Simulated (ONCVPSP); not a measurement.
Potentials for carbon compared

Generated with ld1.x 7.5 (TM, RRKJ, ultrasoft, PAW), atompaw 4.2 or ONCVPSP 4.0.1. The cutoff is in Ry: for ld1.x and atompaw files where the sum of valence levels is converged to 10 mRy in a Bessel basis, for ONCV files where the hardest occupied wave has 1 mHa per electron of residual kinetic energy. The error is the largest all-electron minus pseudo excitation energy over each file’s own four to seven test configurations (ionisations up to +4, promotions, holes and added fractions of an electron), all of which were solved. The labels leave out finer settings (local radius, basis sizes, second energies), which also bear on the numbers. Spin-polarised tests are not counted. The rows are a selection from randomly drawn settings: files with unsolved tests, undetermined cutoffs or missed reference levels are left out.

A true bound ghost makes a file unfit for plane-wave use even where its test errors are small: the radial tests pick states by their node count and pass the ghost by.

| potential | cutoff (Ry) | largest error (meV) | bound ghosts |
| --- | --- | --- | --- |
| ONCV, PBEsol, scalar-relativistic, rc 0.90/2.30/2.20 (spd), local smoothed, core correction yes, reference 2s2 2p2, qcut 7.5/7.6/4.6, projectors 2/2/2 | 40 | +642 | none |
| ONCV, PBEsol, scalar-relativistic, rc 1.20/2.70/2.70 (spd), local smoothed, core correction yes, reference 2s2 2p2, qcut 4.7/6.1/3.6, projectors 1/2/2 | 106 | +1284 | none |
| ONCV, PBE, scalar-relativistic, rc 1.30/3.25 (sp), local smoothed, core correction yes, reference 2s2 2p2, qcut 4.9/4.4, projectors 2/2 | 27 | +3129 | none |
| ONCV, PBE, scalar-relativistic, rc 0.85/2.15 (sp), local s, core correction yes, reference 2s2 2p2, qcut 7.4/6.3, projectors 0/2 | 40 | +849 | none |
| ONCV, PBEsol, scalar-relativistic, rc 1.00/2.85 (sp), local smoothed, core correction yes, reference 2s2 2p2, qcut 6.7/4.2, projectors 2/3 | 39 | +2699 | p |
| ONCV, PBE, scalar-relativistic, rc 1.15/2.50/2.60 (spd), local smoothed, core correction yes, reference 2s1.75 2p2.25, qcut 5.2/6/4.1, projectors 2/2/3 | 60 | +645 | none |
| ONCV, BLYP, scalar-relativistic, rc 0.90/3.05/2.55 (spd), local smoothed, core correction yes, reference 2s2 2p2, qcut 8.5/4.6/4.3, projectors 1/3/1 | 41 | +2966 | none |
| ONCV, BLYP, scalar-relativistic, rc 1.25/2.20 (sp), local smoothed, core correction yes, reference 2s1.75 2p2.25, qcut 6.5/5.1, projectors 3/3 | 35 | +620 | none |

Q: Fill in the row for C: ONCV, PBE, non-relativistic, rc 1.00/3.15/2.85 (spd), local smoothed, core correction yes, reference 2s2 2p2, qcut 8/5/3.1, projectors 1/2/2.

A: cutoff 42 Ry, largest error +2718 meV, bound ghosts: none.
